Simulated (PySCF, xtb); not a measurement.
C9H6N4, SMILES N1C=CC2N3C=1C=CC=C3N=CN=2.

xtb with GFN2-xTB at its own geometry gives an orbital gap of 1.87 eV and a dipole moment of 1.46 D.

Geometry optimised at B3LYP-D3(BJ)/def2-SVP.

**Question.** What does HF/def2-SVP run with PySCF give? (An estimate is asked for; the answer gives what the named calculation found.)

**Answer.** gap 8.50 eV (levels -7.32 and 1.19 eV), dipole 1.35 D.
